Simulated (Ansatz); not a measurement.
Born–Oppenheimer molecular dynamics of CH$_{6}$BFS (10 atoms, charge 0, multiplicity 1). It starts at the highest image of a converged band. Of that band: Neighbouring images differ by up to 1.3 eV, so the band resolves the path poorly. A vibrational analysis at the climbing image gives one clearly imaginary mode, 1597i cm⁻¹: a first-order saddle point.

All numbers below come from RHF/def2-SVP in Ansatz.

| Item | Value |
| --- | --- |
| ensemble | NVE (velocity Verlet) |
| time step | 0.5 fs |
| steps asked | 200 |
| starting velocities drawn for | 300 K |
| seed | 4609 |

First frame:

```xyz
10
Properties=species:S:1:pos:R:3
B 0.007 0.315 0.025
F -0.066 -0.353 1.470
C 1.403 0.026 -0.658
H 1.467 -1.031 -0.931
H 1.507 0.606 -1.578
H 2.254 0.254 -0.012
H -1.034 0.099 -0.521
S -0.185 2.142 0.942
H 1.105 2.439 1.131
H -0.184 0.758 1.776
```

(1) What does the run give?

(2) What happens to the structure?

(3) How do temperature and energy run in time?

Results:

(1) The run went to its last step.

| Item | Value |
| --- | --- |
| steps done | 200 |
| time covered | 100 fs |
| mean temperature over the second half | 1754 K |
| spread of the potential energy over the second half | 8.4 meV per atom |
| mean potential energy of the second half above the start | -150.4 meV per atom |

The conserved energy stayed within 0.28 meV per atom of its start (net change -0.11 meV per atom), so the integration is sound. The kinetic energy rose, since the run started high on the potential surface and went downhill. It ends in pieces (CH4BF + H2S), so much of that is their flight and rotation, not heat. A run of 0.1 ps of so small a system gives no equilibrium averages. The orbitals stay closed-shell, which can raise the energy where a bond breaks towards radicals; this wasn't checked here.

(2) Between its relaxed ends the band would form B1–S8, F2–H10 and break B1–F2, S8–H10. These pairs go: B1–S8 2.05 → 4.78 Å, F2–H10 1.16 → 6.08 Å, B1–F2 1.59 → 1.29 Å, S8–H10 1.62 → 1.29 Å. In the last frame they stand as before the step (other bonds may differ from the relaxed reactants and products). It ends as CH4BF + H2S. Pairs count as bonded within 1.25 times the sum of covalent radii (0.12 Å more for H–H). This is one draw of velocities; another would differ in detail.

(3) 
```json
{"time (fs)": "0", "T (K)": "300", "potential energy less start (eV)": "0.000", "conserved less start (meV/atom)": "0.00"}
{"time (fs)": "3", "T (K)": "158", "potential energy less start (eV)": "0.148", "conserved less start (meV/atom)": "0.12"}
{"time (fs)": "6", "T (K)": "86", "potential energy less start (eV)": "0.223", "conserved less start (meV/atom)": "0.10"}
{"time (fs)": "9", "T (K)": "170", "potential energy less start (eV)": "0.135", "conserved less start (meV/atom)": "0.10"}
{"time (fs)": "12", "T (K)": "326", "potential energy less start (eV)": "-0.026", "conserved less start (meV/atom)": "0.09"}
{"time (fs)": "15", "T (K)": "601", "potential energy less start (eV)": "-0.310", "conserved less start (meV/atom)": "0.11"}
{"time (fs)": "18", "T (K)": "982", "potential energy less start (eV)": "-0.705", "conserved less start (meV/atom)": "0.07"}
{"time (fs)": "21", "T (K)": "1353", "potential energy less start (eV)": "-1.090", "conserved less start (meV/atom)": "-0.16"}
{"time (fs)": "24", "T (K)": "1222", "potential energy less start (eV)": "-0.953", "conserved less start (meV/atom)": "0.04"}
{"time (fs)": "27", "T (K)": "1130", "potential energy less start (eV)": "-0.858", "conserved less start (meV/atom)": "0.02"}
{"time (fs)": "30", "T (K)": "1070", "potential energy less start (eV)": "-0.796", "conserved less start (meV/atom)": "0.06"}
{"time (fs)": "33", "T (K)": "1312", "potential energy less start (eV)": "-1.048", "conserved less start (meV/atom)": "-0.12"}
{"time (fs)": "36", "T (K)": "1379", "potential energy less start (eV)": "-1.115", "conserved less start (meV/atom)": "0.03"}
{"time (fs)": "39", "T (K)": "1420", "potential energy less start (eV)": "-1.157", "conserved less start (meV/atom)": "0.05"}
{"time (fs)": "42", "T (K)": "1449", "potential energy less start (eV)": "-1.188", "conserved less start (meV/atom)": "0.04"}
{"time (fs)": "45", "T (K)": "1644", "potential energy less start (eV)": "-1.391", "conserved less start (meV/atom)": "-0.14"}
{"time (fs)": "48", "T (K)": "1639", "potential energy less start (eV)": "-1.383", "conserved less start (meV/atom)": "0.09"}
{"time (fs)": "51", "T (K)": "1740", "potential energy less start (eV)": "-1.490", "conserved less start (meV/atom)": "-0.04"}
{"time (fs)": "54", "T (K)": "1601", "potential energy less start (eV)": "-1.344", "conserved less start (meV/atom)": "0.15"}
{"time (fs)": "57", "T (K)": "1795", "potential energy less start (eV)": "-1.547", "conserved less start (meV/atom)": "-0.16"}
{"time (fs)": "60", "T (K)": "1734", "potential energy less start (eV)": "-1.482", "conserved less start (meV/atom)": "0.09"}
{"time (fs)": "63", "T (K)": "1792", "potential energy less start (eV)": "-1.543", "conserved less start (meV/atom)": "-0.05"}
{"time (fs)": "66", "T (K)": "1599", "potential energy less start (eV)": "-1.341", "conserved less start (meV/atom)": "0.18"}
{"time (fs)": "69", "T (K)": "1787", "potential energy less start (eV)": "-1.539", "conserved less start (meV/atom)": "-0.14"}
{"time (fs)": "72", "T (K)": "1718", "potential energy less start (eV)": "-1.465", "conserved less start (meV/atom)": "0.09"}
{"time (fs)": "75", "T (K)": "1837", "potential energy less start (eV)": "-1.590", "conserved less start (meV/atom)": "-0.08"}
{"time (fs)": "78", "T (K)": "1646", "potential energy less start (eV)": "-1.389", "conserved less start (meV/atom)": "0.23"}
{"time (fs)": "81", "T (K)": "1918", "potential energy less start (eV)": "-1.675", "conserved less start (meV/atom)": "-0.17"}
{"time (fs)": "84", "T (K)": "1810", "potential energy less start (eV)": "-1.560", "conserved less start (meV/atom)": "0.10"}
{"time (fs)": "87", "T (K)": "1871", "potential energy less start (eV)": "-1.625", "conserved less start (meV/atom)": "-0.08"}
{"time (fs)": "90", "T (K)": "1654", "potential energy less start (eV)": "-1.398", "conserved less start (meV/atom)": "0.20"}
{"time (fs)": "93", "T (K)": "1790", "potential energy less start (eV)": "-1.542", "conserved less start (meV/atom)": "-0.10"}
{"time (fs)": "96", "T (K)": "1720", "potential energy less start (eV)": "-1.468", "conserved less start (meV/atom)": "0.09"}
{"time (fs)": "99", "T (K)": "1811", "potential energy less start (eV)": "-1.563", "conserved less start (meV/atom)": "-0.08"}
```

Run time: 4.8 min on 1 thread of Arm Neoverse V2 (shared host), peak memory 0.16 GiB.
